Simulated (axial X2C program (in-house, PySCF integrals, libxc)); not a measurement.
**LiSc⁺: cheaper levels and CCSD(T), two-component**

Calculated with an in-house all-electron X2C program for linear molecules (integrals from PySCF). Two-component (2c) means X2C with spin–orbit coupling and atomic mean-field two-electron Coulomb and Gaunt terms. Basis: Sc dyall-cv3z [10s11p7d5f2g], Li dyall-cv3z [7s8p2d] (cores contracted in-house); Gaussian nuclei, density fitting, unrestricted open shells. Masses: Sc 44.956 u, Li 7.016 u.

State: Ω = 1/2 (⟨Sz⟩ = 0.42, ⟨Lz⟩ = 0.08 at HF); fragments Sc + Li+.

| level | Re (Å) | ωe (cm⁻¹) |
| --- | --- | --- |
| PBE0 | 3.088 | 260.5 |
| HF | 3.347 | 199.4 |
| CCSD | 3.044 | 280.0 |
| BP86 | 3.095 | 253.9 |

Correlated methods: 11 electrons correlated (number of frozen shells: Sc 2 s, 1 p; Li 1 s), 277 virtual spin orbitals or spinors in MP2, 90 natural virtuals in coupled cluster.

CCSD(T), same Hamiltonian and basis:

Re = 3.038 Å, ωe = 282.7 cm⁻¹; T1 = 0.055 (Lee–Taylor normalisation).

Question: Give the differences from CCSD(T) in the columns below.

Answer: 

```json
{"level": "PBE0", "ΔRe (Å)": "0.050", "Δωe (cm⁻¹)": "-22.2"}
{"level": "HF", "ΔRe (Å)": "0.309", "Δωe (cm⁻¹)": "-83.3"}
{"level": "CCSD", "ΔRe (Å)": "0.006", "Δωe (cm⁻¹)": "-2.7"}
{"level": "BP86", "ΔRe (Å)": "0.057", "Δωe (cm⁻¹)": "-28.8"}
```

Occupations by symmetry block were frozen at the best pattern of an incomplete PBE0 search. De is not given where an atomic determinant may have missed its ground term or J level, or where the truncated virtual space spoils (T). Density functionals use the spin component along the axis (collinear). CCSD and (T) use frozen natural virtuals with an MP2 correction for the truncation; (T) itself is uncorrected, so its De runs slightly low. PBE0 can misorder states that lie within some tenths of an eV, so this need not be the ground state of the molecule. The nearest other 2c determinant of the search, Ω = 3/2, lies 0.07 eV up at the distance of the search. The functionals have no current-density term, which raises determinants with orbital currents, atoms included. The determinant is spin-polarised beyond a pure state at some levels (its spin-free form has ⟨S²⟩ too high), which makes Re and μ there less reliable. The T1 diagnostic is large, a sign of multireference character.
